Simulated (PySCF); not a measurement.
## Exercise with solution: oscillator strength and radiative lifetime

C3H6OS, SMILES C[C@H]1SCO1.

The structure is a stationary point at PBE0-D3(BJ)/def2-SVP. The structure was generated by enumeration; whether it is a known compound was not checked.

PySCF with TDA-B3LYP/def2-SVPD puts the first singlet state with f over 0.02 at 6.04 eV (vertical), with the transition dipole (-0.327, 0.048, 0.203) in atomic units.

Question: Find the oscillator strength, the wavelength and the radiative lifetime that this transition would have in vacuum if emission retraced absorption.

Answer: 
|μ|² = 0.1504 au, so |μ| = 0.99 D. ΔE = 6.04/27.211 = 0.2220 hartree. f = (2/3) ΔE |μ|² = 0.022 (the program prints 0.022).
λ = 1239.84/6.04 = 205 nm; ν = 48716 cm⁻¹.
Einstein's coefficient A = 0.6670 ν² f s⁻¹ (ν in cm⁻¹) = 3.5e7 s⁻¹, so τ = 1/A = 28 ns. This state is S4; the lower singlets have f = 0.000, 0.009, 0.006. The figure is the radiative limit of this one transition; relaxation, internal conversion, crossing to triplets and a medium change what is measured.
